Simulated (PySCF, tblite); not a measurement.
Calculations on `C=N[C@]12C[C@](B(F)F)(C1)C2`, in the order of a workflow; each names the level of the geometry that it ran on. Settings lines and outputs come from a driver script.

Species: C6H8BF2N.
Atom-mapped SMILES: `[CH2:1]=[N:2][C@:3]12[CH2:4][C@:5]([B:6]([F:7])[F:8])([CH2:9]1)[CH2:10]2` (hydrogens: H11, H12 on C1; H13, H14 on C4; H15, H16 on C9; H17, H18 on C10)

Step 1: GFN2-xTB geometry optimisation, gas phase (tblite 0.8.0) (from a force-field or distance-geometry start)
```json
{"job": {"kind": "relax", "xc": "GFN2-xTB", "basis": "xTB"}, "charge": 0, "multiplicity": 1}
```
```
step      E/eV     max force
  0    -829.81431    6.069
  1    -830.78512    5.466
  2    -830.92418    3.809
...
 82    -831.49293    0.015
 83    -831.49295    0.018
 84    -831.49298    0.018
 85    -831.49300    0.012
 86    -831.49302    0.008
```

Energy lowered by 38.7 kcal/mol over 86 steps; largest atomic force 0.008 eV/Å at the end. «max force» is the largest atomic force in eV/Å.

Hardware: an Intel Xeon at 2.50 GHz with one thread, no GPU, on a shared host. Cost: 1.9 s of wall time.

Step 2: GFN2-xTB harmonic vibrations, gas phase (tblite 0.8.0) (on the GFN2-xTB geometry)
```json
{"job": {"kind": "ir", "xc": "GFN2-xTB", "basis": "xTB"}, "charge": 0, "multiplicity": 1}
```
```
(table of modes left out)
```

48 modes from 8 to 3074 cm⁻¹ (unscaled, harmonic); zero-point energy 84.4 kcal/mol; all wavenumbers are real at this level.

Time: 2.0 s of wall time. Hardware: Intel Xeon at 2.50 GHz, one thread, on a shared host.

Step 3: PBE0-D3(BJ)/def2-SVP geometry optimisation, gas phase (PySCF 2.14.0) (from the GFN2-xTB geometry)
```json
{"job": {"xc": "PBE0", "basis": "def2-SVP", "d3": "d3bj", "grid": 1, "shake": 0.01, "kind": "geom"}, "charge": 0, "multiplicity": 1}
```
```
step   0  E = -511.84052131  max force = 0.056771
step   1  E = -511.84636414  max force = 0.013332
step   2  E = -511.84646869  max force = 0.004281
step   3  E = -511.84676451  max force = 0.003361
...
step  17  E = -511.84705261  max force = 0.000545
step  18  E = -511.84706445  max force = 0.001086
step  19  E = -511.84707176  max force = 0.000729
step  20  E = -511.84707458  max force = 0.000317
optimisation converged
```

Final energy -511.84707 Eh after 20 steps; dipole 1.84 D. Energies in Eh; «max force» is the largest Cartesian gradient component in Eh/bohr.

On one thread, Intel Xeon at 2.50 GHz (x86_64), no GPU, shared host with 64 logical CPUs at a one-minute load of 64, this took 14 min of wall time and 0.77 GiB of memory at its peak.

Step 4: TDDFT B3LYP/def2-SVPD, vertical, gas phase, core orbitals frozen in the response (PySCF 2.14.0, density-fitted response routines) (on the PBE0-D3(BJ)/def2-SVP geometry)
```json
{"job": {"kind": "uv", "xc": "B3LYP", "basis": "def2-SVPD", "ip": true}, "charge": 0, "multiplicity": 1}
```
```
...
Static polarisability (au): isotropic 88.103, principal 75.994 79.669 108.644
Singlet excitations
state   eV       nm        f      main configurations
  1   4.7193    262.7   0.00156   H->L 0.99
  2   6.1325    202.2   0.02714   H->L+1 0.98
  3   6.6981    185.1   0.00947   H->L+2 0.94
  4   6.8518    181.0   0.00114   H-2->L 0.97
  5   6.9936    177.3   0.18251   H-1->L 0.53, H->L+3 0.34
  6   7.0577    175.7   0.07166   H->L+3 0.57, H-1->L 0.24, H-1->L+1 0.11
  7   7.1851    172.6   0.04855   H-1->L+1 0.80, H-1->L 0.10
  8   7.3776    168.1   0.00657   H-2->L+1 0.64, H-3->L 0.32
  9   7.3988    167.6   0.02322   H-3->L 0.58, H-2->L+1 0.25
 10   7.4557    166.3   0.00650   H-4->L 0.93
Triplet excitations (Tamm-Dancoff, eV): 4.0021 4.7625 5.9469 6.6063
Vertical ionisation energy (delta-SCF) = 9.4422 eV
```

HOMO -7.27 eV, LUMO -1.02 eV; lowest singlet 4.72 eV; lowest triplet 4.00 eV (Tamm–Dancoff); mean polarisability 88.1 au.

Hardware: one thread, Intel Xeon at 2.50 GHz (x86_64) (shared host). Cost: 13 min, 1.1 GiB resident at most.

Geometry of the electronic-property runs (PBE0-D3(BJ)/def2-SVP):
```
atom  x, y, z in Å
C1     2.7226   -0.6373    0.6895
N2     2.1011   -0.5780   -0.4089
C3     0.7387   -0.2112   -0.3889
C4    -0.1948    0.1497    0.8014
C5    -1.0725    0.2687   -0.4843
B6    -2.5767    0.6494   -0.4912
F7    -3.4987   -0.2113   -0.0995
F8    -2.9986    1.8449   -0.8588
C9    -0.4196   -1.0643   -0.9470
C10    0.1296    0.9882   -1.1464
H11    3.7847   -0.9208    0.6985
H12    2.2524   -0.4155    1.6678
H13    0.0085    1.0927    1.3332
H14   -0.4637   -0.6623    1.4951
H15   -0.4107   -1.2529   -2.0312
H16   -0.6830   -1.9675   -0.3754
H17    0.1810    0.9492   -2.2449
H18    0.3814    1.9882   -0.7610
```

 (This holds for the electronic-property runs.)

One conformer stands for the species.
